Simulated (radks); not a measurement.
Cu20+, configuration [He] 2s2 2p5.

Calculated with a radial shooting solver on a logarithmic mesh with Libxc functionals: Dirac Kohn-Sham, relativistic LDA (MacDonald-Vosko exchange, VWN5 correlation), spin-unpolarised, spherical densities, finite nucleus; open shells fill j = l - 1/2 first; Fermi nuclear charge, rms radius 3.8823 fm.

Energy parts (eV):
| part | energy |
|---|---|
| total | -37856.201 |
| kinetic | 38539.193 |
| electron-nucleus | -81566.677 |
| Hartree | 6208.544 |
| exchange-correlation | -1037.261 |

Orbitals (lengths in bohr, moments of r in powers of bohr; <r^-3> diverges for s and p1/2):
orbital,occ.,eigenvalue (eV),<r^-3>,<r^2>
1s1/2,2,-9716.012,-,0.003668
2s1/2,2,-1879.993,-,0.06134
2p1/2,2,-1767.706,-,0.04716
2p3/2,3,-1745.703,732.9,0.04849
3s1/2,0,-739.1168,-,0.3546
3p1/2,0,-703.6351,-,0.3339
3p3/2,0,-698.2437,180.3,0.3393

The highest occupied level is 2p3/2 at -1745.7 eV. Summed over all electrons, <r^2> = 0.3698 bohr^2, which gives a Langevin (diamagnetic) susceptibility term of -0.293 x 10^-6 cm^3/mol.
